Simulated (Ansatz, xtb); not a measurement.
## Relative energy of two isomers of C5H5FO3

We compare a, `C=C(F)[C@@H]1COC(=O)O1`, a singlet, with b, `O=C(O)C1=C(F)CCO1`, a singlet. Both are isolated molecules in the gas phase, relaxed with r2SCAN-D4/def2-SVP; the shapes shown needn't be the lowest conformers.

a (Å):

```xyz
14

C    -2.0639    1.0378    0.2351
C    -1.5995   -0.1743    0.5208
C    -0.8881   -1.1328   -0.3914
C     0.5514   -1.4270    0.0662
C     0.5854   -0.0608   -1.7523
F    -1.7215   -0.7174    1.7478
O     1.3083   -0.4865   -0.6890
O     0.9875    0.6292   -2.6319
O    -0.6898   -0.5518   -1.6711
H    -2.5607    1.6353    1.0018
H    -1.9506    1.4308   -0.7755
H    -1.4841   -2.0546   -0.4994
H     0.7092   -1.2521    1.1386
H     0.8698   -2.4494   -0.1966
```

b (Å):

```xyz
14

C    -1.2155    0.9649   -0.8834
C     0.0257    0.1798   -0.8452
C     0.1520   -1.1510   -0.6374
C     1.5822   -1.5653   -0.7755
C     2.2510   -0.1799   -0.7498
F    -0.8138   -2.0275   -0.4342
O    -2.3184    0.4997   -0.7003
O    -0.9858    2.2647   -1.1485
O     1.2288    0.7897   -1.0709
H    -1.8624    2.6868   -1.1554
H     1.9223   -2.2189    0.0440
H     1.7362   -2.1167   -1.7234
H     2.6293    0.0511    0.2625
H     3.0701   -0.0592   -1.4715
```

Q: Which of the two would you expect CCSD(T)/def2-SVP + ΔMP2/def2-TZVPP electronic energies to favour?

A: Structure a; the calculation gives E(b) − E(a) = +0.329 eV.

Level by level:

```
                             level            geometry  E(b) − E(a) (eV)  departure from the last row (eV)  job, with rough time for the two
                          GFN2-xTB            GFN2-xTB              +0.462                            +0.133               optimisation, 0.3 s
                         HF/STO-3G            GFN2-xTB              +0.341                            +0.012              single point, 0.46 s
      r2SCAN-D4/def2-SVP//GFN2-xTB            GFN2-xTB              +0.206                            −0.123                 single point, 4 s
                r2SCAN-D4/def2-SVP  r2SCAN-D4/def2-SVP              +0.223                            −0.106                optimisation, 76 s
                       HF/def2-SVP  r2SCAN-D4/def2-SVP              +0.482                            +0.153           part of the CCSD(T) run
                      MP2/def2-SVP  r2SCAN-D4/def2-SVP              +0.226                            −0.103           part of the CCSD(T) run
                  CCSD(T)/def2-SVP  r2SCAN-D4/def2-SVP              +0.297                            −0.032                      single point
CCSD(T)/def2-SVP + ΔMP2/def2-TZVPP  r2SCAN-D4/def2-SVP              +0.329                                               single point, 2.4 min
```

As drawn, b has 1 C–C, 1 O–H in place of 1 C–O, 1 C–H.

The levels shown agree on the order. The largest departure from CCSD(T)/def2-SVP + ΔMP2/def2-TZVPP is that of HF/def2-SVP, 0.153 eV. The last row adds to CCSD(T) the change of the MP2 difference between the two basis sets, here +0.032 eV.

With thermal terms from frequencies at re-optimised GFN2-xTB minima (ideal gas, soft modes damped towards free rotors, one conformer each, 298.15 K, 1 atm): on the last row, ΔE + ΔZPE = +0.335, ΔH = +0.343, ΔG = +0.328 eV.

The correlated steps freeze 9 core orbitals. Mirror images aren't counted in ΔG. Programs: Ansatz 0.2.0, xtb 6.7.1; the last row on 4 threads of Arm Neoverse V1 on a shared host.
